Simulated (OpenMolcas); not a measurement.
Ag2+ (d9) among equal point charges was computed by CASSCF with the d shell active (OpenMolcas, ANO-RCC-VTZP on the metal). Its lowest spin-free states, and all those of the highest spin:

```json
{"2S+1": "2", "Degeneracy": "2", "E (cm-1)": "0.0"}
{"2S+1": "2", "Degeneracy": "3", "E (cm-1)": "5278"}
```

Problem. Is the site octahedral, tetrahedral or cube-like, axial, or of lower symmetry?

Solution. The states with 2S+1 = 2 have orbital degeneracies 2, 3. Threefold states need a cubic site. For d9 at this spin an octahedron puts the twofold E below the threefold T2 and a tetrahedron or cube puts the threefold T2 below the twofold E, so the site is octahedral. The first gap at this spin, 5280 cm-1, is |10Dq| in ligand-field theory. The run had Ag2+ among 6 point charges of -1.7 e arranged as an octahedron (Oh), 2.08 Å from the ion.

An orbital doublet at a regular site is open to a Jahn-Teller distortion, which this geometry leaves out. Point charges carry no covalency, so the field is a model and not that of real ligands. No measured value stands beside these numbers.
